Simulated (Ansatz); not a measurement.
The same path of BF2H3Si (7 atoms, charge 0, multiplicity 1) was run twice with different band settings. The coordinate that changes most is the dihedral F1–B2–Si3–F4.

Method: Ansatz 0.2.0, RKS B3LYP-D4/6-31G.

Relaxed end points:

```xyz
7
Properties=species:S:1:pos:R:3
F -1.456 0.809 -1.474
B -0.412 0.956 -0.610
Si 0.330 -0.607 0.446
F -0.498 -2.061 0.096
H 0.053 2.049 -0.496
H 1.785 -0.807 0.117
H 0.198 -0.339 1.921
```

```xyz
7
Properties=species:S:1:pos:R:3
F 0.044 2.130 -0.503
B -0.495 0.881 -0.663
Si 0.334 -0.601 0.449
F -0.468 -2.075 0.115
H -1.396 0.768 -1.434
H 1.790 -0.782 0.116
H 0.190 -0.322 1.921
```

Common settings: movable images 7; climbing image yes; spring 5.0 eV/Å²; optimiser quadratic models (default); force threshold 0.05 eV/Å; iteration limit 60; end points relaxed.

| run | start path |
| --- | --- |
| 1 | through a guess of the saddle point |
| 2 | straight line |

**Question.** What does each run give, and how far can it be trusted?

**Answer.** Run 1: converged after 12 iterations, highest image 0.058 eV above the first end. A vibrational analysis at the climbing image gives one clearly imaginary mode, 73i cm⁻¹: a first-order saddle point.
Run 2: converged after 7 iterations, highest image 0.057 eV above the first end. Another band between the same ends (7 images) ends at a top of the same energy, where a vibrational analysis finds 1 clearly imaginary mode.
Limits of this set-up: no polarisation functions.
